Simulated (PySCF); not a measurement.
In(H)(Cl)(NH2), SMILES [NH2][InH][Cl] at its PBE0/def2-SVP optimised geometry (Å):

```
6

In     0.2960    -0.1939     0.0000
H      1.9992    -0.1939     0.0000
Cl    -0.8438    -2.2540     0.1901
N     -1.0145     1.3256     0.0000
H     -1.9992     1.1395    -0.1587
H     -0.7625     2.2540    -0.3202
```

Level of theory: PySCF with PBE0/def2-TZVP, def2 effective core potentials past Kr. The core electrons that the potentials of In replace are not part of the density.

Map of the log10 of the electron density (e/bohr³), floored at −4 on the plane z = 1.2 Å:

```
|0000000000000000000000000000000|
|0000000000000000000000000000000|
|0000000000000000000000000000000|
|0000000000000000000000000000000|
|0000000000111100000000000000000|
|0000000012233221000000000000000|
|0000000123444432100000000000000|
|0000001234555543210000000000000|
|0000002345666654321000000000000|
|0000012456777765432111000000000|
|0000013456788776543322110000000|
|0000013456788776554433221000000|
|0000012456777776655544332100000|
|0000002345677777766655443210000|
|0000001234566777777666544310000|
|0000000123456677887766554320000|
|0000000123455678887766654320000|
|0000000233456677777666554310000|
|0000001234566777776655543210000|
|0000002345677777665554432100000|
|0000012456788887665443321000000|
|0000013467899988754332210000000|
|0000013467899998754321000000000|
|0000013467899998754310000000000|
|0000013457899987654210000000000|
|0000012356788877643200000000000|
|0000001345667766542100000000000|
|0000000234455554331000000000000|
|0000000022344443210000000000000|
|0000000001222222100000000000000|
|0000000000001100000000000000000|
```
Scale: ten equal steps from -4.00 (start of '0') to -1.13 (end of '9'), in the order '0123456789'; x runs from -4.50 to 4.50, y from -4.50 (bottom) to 4.50 (top).
